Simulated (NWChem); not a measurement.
System: CH2AlNO2; SMILES O=C=[N][AlH][OH]

Excerpt of the output:

```
             Northwest Computational Chemistry Package (NWChem) 7.3.0
             --------------------------------------------------------

                             Geometry "geometry" -> ""
                             -------------------------

 Output coordinates in angstroms (scale by  1.889725989 to convert to a.u.)

  No.       Tag          Charge          X              Y              Z
 ---- ---------------- ---------- -------------- -------------- --------------
    1 Al                  13.0000    -0.40352800    -1.15586900    -0.12678900
    2 H                    1.0000    -1.51768900    -1.79614900    -1.03220600
    3 N                    7.0000    -0.06971100     0.58312900    -0.21209200
    4 C                    6.0000     0.17655500     1.75812700    -0.23046400
    5 O                    8.0000     0.41049800     2.90246500    -0.25384000
    6 O                    8.0000     0.53961900    -2.03873100     0.96925100
    7 H                    1.0000     0.48809100    -2.97995000     1.13970000

 Effective nuclear repulsion energy (a.u.)     181.1694917057

  xc_inp: hfexch multiplicative factor not found.
                              NWChem Property Module
                              ----------------------

  itol2e modified to match energy
  convergence criterion.

                                 NWChem DFT Module
                                 -----------------

 Summary of "ao basis" -> "ao basis" (spherical)
 ------------------------------------------------------------------------------
       Tag                 Description            Shells   Functions and Types
 ---------------- ------------------------------  ------  ---------------------
 Al                          sto-3g                  5        9   3s2p
 H                           sto-3g                  1        1   1s
 N                           sto-3g                  3        5   2s1p
 C                           sto-3g                  3        5   2s1p
 O                           sto-3g                  3        5   2s1p

  itol2e modified to match energy
  convergence criterion.

            General Information
            -------------------
          SCF calculation type: DFT
          Wavefunction type:  closed shell.
          No. of atoms     :     7
          No. of electrons :    44
           Alpha electrons :    22
            Beta electrons :    22
          Charge           :     0
          Spin multiplicity:     1
          Use of symmetry is: off; symmetry adaption is: off
          Maximum number of iterations: 150
          AO basis - number of functions:    31
                     number of shells:    19
          Convergence on energy requested:  1.00D-07
          Convergence on density requested:  1.00D-05
          Convergence on gradient requested:  5.00D-04

              XC Information
              --------------
                     Hartree-Fock (Exact) Exchange  1.000

      Superposition of Atomic Density Guess
      -------------------------------------

 Sum of atomic energies:        -478.14875963

      Non-variational initial energy
      ------------------------------

 Total energy =    -478.841669
 1-e energy   =   -1029.210394
 2-e energy   =     369.199233
 HOMO         =      -0.181900
 LUMO         =       0.293688

[...]

          -----------------------------------------
          Chemical Shielding Tensors (GIAO, in ppm)
          -----------------------------------------

                                NWChem CPHF Module
                                ------------------

  scftype          =     RHF
  nclosed          =       22
  nopen            =        0
  variables        =      198
  # of vectors     =        3
  tolerance        = 0.10D-03
  level shift      = 0.00D+00
  max iterations   =       50
  max subspace     =       30

 SCF residual:    2.2951586572928570E-005

Iterative solution of linear equations
  No. of variables      198
  No. of equations        3
  Maximum subspace       30
        Iterations       50
       Convergence  1.0D-04

   iter   nsub   residual    time
   ----  ------  --------  ---------
     1      3    1.04D+00       2.4
     2      6    1.80D-01       2.6
     3      9    2.98D-02       2.9
     4     12    6.29D-03       3.1
     5     15    2.47D-03       3.3
     6     18    7.12D-04       3.6
     7     21    1.49D-04       3.8
     8     24    3.38D-05       4.0

      Atom:    1  Al
        Diamagnetic
    777.7774     -0.8025     -1.3012
     -0.8025    783.2768     -1.6534
     -1.3012     -1.6534    778.5037

        Paramagnetic
   -254.2251    -14.7896     16.5178
    -14.7896   -334.7967      1.5652
     16.5178      1.5652   -252.7398

        Total Shielding Tensor
    523.5523    -15.5921     15.2166
    -15.5921    448.4800     -0.0882
     15.2166     -0.0882    525.7639

           isotropic =     499.2654
          anisotropy =      62.9048

          Principal Components and Axis System
                 1           2           3
              541.2019    511.3312    445.2631

      1         0.7068     -0.6780      0.2021
      2        -0.1195      0.1672      0.9787
      3         0.6973      0.7158     -0.0371

      Atom:    2  H
        Diamagnetic
     32.6774      3.2375      4.1541
      3.2375     30.7132      2.3216
      4.1541      2.3216     30.8854

        Paramagnetic
     -0.8008     -1.0990     -0.9666
     -1.0990     -0.8455     -0.7264
     -0.9666     -0.7264     -0.2445

        Total Shielding Tensor
     31.8766      2.1384      3.1876
      2.1384     29.8677      1.5951
      3.1876      1.5951     30.6408

           isotropic =      30.7950
          anisotropy =       7.3866

          Principal Components and Axis System
                 1           2           3
               35.7195     28.6753     27.9903

      1         0.7065     -0.2040     -0.6777
      2         0.4145      0.8954      0.1626
      3         0.5736     -0.3958      0.7172

      Atom:    3  N
        Diamagnetic
    312.5488      8.0874     -0.2489
      8.0874    352.1415     -1.4055
     -0.2489     -1.4055    311.0228

        Paramagnetic
    -43.4655     10.5130     -8.1272
     10.5130     -3.1430      4.1019
     -8.1272      4.1019    -45.7445

        Total Shielding Tensor
    269.0833     18.6004     -8.3761
     18.6004    348.9985      2.6963
     -8.3761      2.6963    265.2783

           isotropic =     294.4534
          anisotropy =      88.0051

          Principal Components and Axis System
                 1           2           3
              353.1234    273.8802    256.3565

      1         0.2152     -0.6860      0.6951
      2         0.9765      0.1443     -0.1600
      3         0.0095      0.7132      0.7009

      Atom:    4  C
        Diamagnetic
    257.6495      5.5977     -0.2148
      5.5977    284.1594     -0.6285
     -0.2148     -0.6285    256.5405

        Paramagnetic
   -187.3896     37.1925     -0.5834
     37.1925    -12.5959     -4.2308
     -0.5834     -4.2308   -194.8518

        Total Shielding Tensor
     70.2599     42.7902     -0.7982
     42.7902    271.5635     -4.8593
     -0.7982     -4.8593     61.6887

           isotropic =     134.5040
          anisotropy =     218.8325

          Principal Components and Axis System
                 1           2           3
              280.3924     61.7486     61.3710

      1         0.1996      0.6621      0.7224
      2         0.9796     -0.1179     -0.1626
      3        -0.0225      0.7401     -0.6721

      Atom:    5  O
        Diamagnetic
    371.7156      8.3855     -0.3135
      8.3855    411.2770     -0.8629
     -0.3135     -0.8629    370.0407

        Paramagnetic
   -171.4856     31.1096     -8.1049
     31.1096    -33.2654     -0.4188
     -8.1049     -0.4188   -177.5122

        Total Shielding Tensor
    200.2299     39.4951     -8.4184
     39.4951    378.0116     -1.2817
     -8.4184     -1.2817    192.5285

           isotropic =     256.9234
          anisotropy =     194.2708

          Principal Components and Axis System
                 1           2           3
              386.4372    200.1408    184.1920

      1         0.2081     -0.6755      0.7074
      2         0.9780      0.1552     -0.1396
      3        -0.0155      0.7209      0.6929

      Atom:    6  O
        Diamagnetic
    373.4790     -6.5631     10.8718
     -6.5631    395.4081    -13.5972
     10.8718    -13.5972    377.0129

        Paramagnetic
     48.4968     21.6352    -48.6767
     21.6352    -46.1029     52.9184
    -48.6767     52.9184     36.3438

        Total Shielding Tensor
    421.9759     15.0721    -37.8048
     15.0721    349.3053     39.3212
    -37.8048     39.3212    413.3567

           isotropic =     394.8793
          anisotropy =      95.0076

          Principal Components and Axis System
                 1           2           3
              458.2177    405.2818    321.1384

      1         0.6784      0.6698     -0.3019
      2        -0.1646      0.5391      0.8260
      3        -0.7160      0.5107     -0.4760

      Atom:    7  H
        Diamagnetic
     23.2770     -1.2284      1.4994
     -1.2284     44.6924     -6.4406
      1.4994     -6.4406     24.9068

[...]
```

Level: Hartree-Fock/STO-3G, GIAO. STO-3G and 3-21G are far too small for this property and stand as cheap habits. Coordinates come from a PBE0/def2-SVP optimisation. NWChem prints the field gradient with the sign opposite to the second derivative of the potential. The printed shielding anisotropy is the first printed principal value minus the mean of the other two.

**Question.** Reconstruct the input file.

**Answer.** Several could match; the one computed here: the input that was run:
```
start job
memory heap 200 mb stack 900 mb global 1100 mb
geometry units angstroms noautosym nocenter noautoz
  Al    -0.403528    -1.155869    -0.126789
  H     -1.517689    -1.796149    -1.032206
  N     -0.069711     0.583129    -0.212092
  C      0.176555     1.758127    -0.230464
  O      0.410498     2.902465    -0.253840
  O      0.539619    -2.038731     0.969251
  H      0.488091    -2.979950     1.139700
end
basis spherical
  * library sto-3g
end
dft
  xc hfexch
  iterations 150
end
property
  shielding
  efieldgrad
end
task dft property
```
